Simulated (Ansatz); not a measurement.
A search over several starts for the lowest SCF solution of VSF₃⁻ at the given spin, in a small basis.

```yaml
crystal:
  periodic: [false, false, false]
  atoms:
    - {symbol: V, position_ang: [-0.000320, 0.000570, -0.067043]}
    - {symbol: S, position_ang: [0.009658, -0.016575, 1.937420]}
    - {symbol: F, position_ang: [1.607053, 0.009326, -0.631494]}
    - {symbol: F, position_ang: [-0.811577, 1.397744, -0.607502]}
    - {symbol: F, position_ang: [-0.804814, -1.391065, -0.631371]}
basis:
  gaussian: {orbitals: def2-SVP}
total_charge: -1
magnetization: {spin_polarized: true, initial_magnetization: 1}
hamiltonian: {xc: pbe0, dispersion: d4}
output: {orbitals: {seedname: orbitals}}
```

```sh
$ ansatz run in.yaml --threads 4 --pin off --events-out ev --progress --plain --max-ram 3916MiB
```

Output, abridged:

```
Functional definition: PBE0
892 factors; integrals over basis functions are off by at most 8.4e-4 eV
mean field evaluation 1: about -44645.5060 eV, gradient 3.0e1 eV
mean field evaluation 2: about -44453.5291 eV, gradient 2.1e2 eV
mean field evaluation 4: about -44649.4350 eV, gradient 1.2e1 eV
mean field evaluation 8: about -44650.1864 eV, gradient 8.1e-1 eV
mean field evaluation 16: about -44650.2008 eV, gradient 1.3e-2 eV
mean field evaluation 32: about -44650.2008 eV, gradient 8.0e-4 eV
mean field evaluation 64: about -44650.2009 eV, gradient 1.6e-2 eV
mean field -44650.20086329 eV, -1640.8646167328 hartree, gradient 1.7e-6 eV, S^2 0.763085; 12 other end points of the search recorded, 0 dependent functions left out
reference -44650.20092809 eV, -1640.8646191141 hartree; 34, 33 occupied and 57, 58 virtual orbitals, 892 factors
Total energy: -44650.31413077 eV, -1640.8687792358 hartree
```

Hardware: 4 threads of Arm Neoverse V1 on a shared host. Wall time 14 s.
